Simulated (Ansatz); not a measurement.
Molecule: CuF, net charge 0, singlet state. 
Structure (B3LYP-D3(BJ)/def2-TZVP (Ansatz, a first-principles code) minimum search):
```xyz
2

Cu     0.0000     0.0000    -0.4195
F      0.0000     0.0000     1.3519
```
Charge 0, spin multiplicity 1.

Total electronic energies in hartree. Correlated levels leave the core frozen unless marked. Spin-orbit coupling is left out. The frozen core is the preceding noble-gas configuration, with the filled d and f shells of earlier blocks. No relativistic terms. Basis-set limits of correlation are two-point, X^-3; Hartree-Fock from the larger set. The program attaches cautions to a run behind CCSD(T)/STO-3G: other roots.

The T1 diagnostic of CCSD in the largest basis is 0.036, which is high, so the coupled-cluster rows are less sure than usual.

| level | program | energy (Eh) |
|---|---|---|
| HF/6-31G* | Ansatz | -1738.04622 |
| HF/def2-SVPD | Ansatz | -1738.07352 |
| HF/def2-QZVPP | Ansatz | -1738.46481 |
| RI-HF/def2-TZVPP | Ansatz | -1738.41773 |
| B3LYP-D3(BJ)/def2-TZVPD | Ansatz + dftd3 | -1740.46066 |
| PBE0/def2-QZVPP | Ansatz | -1740.11502 |
| BHLYP/def2-TZVPD | Ansatz | -1740.31062 |
| B2PLYP/def2-TZVPD | Ansatz | -1740.06049 |
| SCS-MP2/def2-SVP | Ansatz | -1738.49741 |
| SCS-MP2/def2-TZVPPD | Ansatz | -1739.11499 |
| CCSD/CBS(def2-TZVPPD,def2-QZVPPD) | Ansatz | -1739.2384 |
| CCSD(T)/STO-3G | Ansatz | -1718.51888 |
| CCSD(T)/def2-TZVPPD | Ansatz | -1739.13967 |
| CCSD(T)/def2-QZVPP | Ansatz | -1739.23487 |
| CCSD(T)/CBS(def2-TZVPPD,def2-QZVPPD) | Ansatz | -1739.2734 |

Totals of different functionals don't rank their quality; only differences between species are comparable.
